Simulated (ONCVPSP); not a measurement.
# Bi (Z = 83): one change to an ONCV potential, before and after

ONCVPSP 4.0.1 input, shortened (lines: element, Z, core and valence counts, functional; n l f; lmax; l rc ep ncon nbas qcut; lloc lpopt rc5 dvloc0; l nproj debl; icmod fcfact rcfact), PBE, scalar-relativistic:

```
  Bi 83.00   13    2        4      upf
    1    0    2.00
    2    0    2.00
    2    1    6.00
    3    0    2.00
    3    1    6.00
    3    2   10.00
    4    0    2.00
    4    1    6.00
    4    2   10.00
    4    3   14.00
    5    0    2.00
    5    1    6.00
    5    2   10.00
    6    0    2.00
    6    1    3.00
    1
    0    1.75    0.00    5   10    3.30
    1    2.50    0.00    3    8    3.20
    4    5    1.75    6.00
    0    2    1.80
    1    3    2.60
    3    1.50    1.50
```

Change: core correction Teter function, fcfact 1.5, rcfact 1.36.

Cutoffs: the cutoffs (Ha) at which the residual kinetic energy of the hardest occupied pseudo-wave falls to 1 and 0.1 mHa per electron; they do not see the model core or the augmentation charge, which bear on the density cutoff. Errors are all-electron minus pseudo energies relative to the spin-unpolarised reference configuration.

Problem. What does the change do?

Solution. The potential gets neither clearly harder nor softer (22 Ha and 90 Ha → 22 Ha and 90 Ha); of the 4 tests that both files solve, the error grows in 1 and shrinks in 3 by more than 15 % and 0.3 meV (median size 63.9 → 32.8 meV); neither file shows a bound ghost. A model core, the more so a compact one, raises the density cutoff, which this test does not measure.

| quantity | base | changed |
| --- | --- | --- |
| cutoff, loose | 22 Ha | 22 Ha |
| cutoff, tight | 90 Ha | 90 Ha |
| bound ghosts | none | none |
| GHOST(+) flags under 300 eV | s at 106.6 eV | s at 106.6 eV |
| error for 6s2 6p2, meV [ΔE 7.91 eV] | -19 | -8.6 |
| error for 6s2 6p1, meV [ΔE 23.16 eV] | -109 | -52 |
| error for 6s2 6p0, meV [ΔE 46.50 eV] | -299 | -140 |
| error for 6s0 6p5, meV [ΔE 20.50 eV] | -3.2 | +14 |
| s: phases at 1.77 bohr within 0.05 rad from the reference energy up to (Ha; the scan ends near 5) | 3.3 | 3.3 |
| p: phases at 2.54 bohr within 0.05 rad from the reference energy up to (Ha; the scan ends near 5) | to the end of the scan | to the end of the scan |
| rms error of d²Exc/dni dnj with the model core, mHa | 3.69 | 4.65 |

Base: The cutoffs count occupied waves only; projector 2 of the s channel, the hardest unoccupied one, needs 107 Ha at the loose tolerance. Changed file: The cutoffs count occupied waves only; projector 2 of the s channel, the hardest unoccupied one, needs 107 Ha at the loose tolerance.
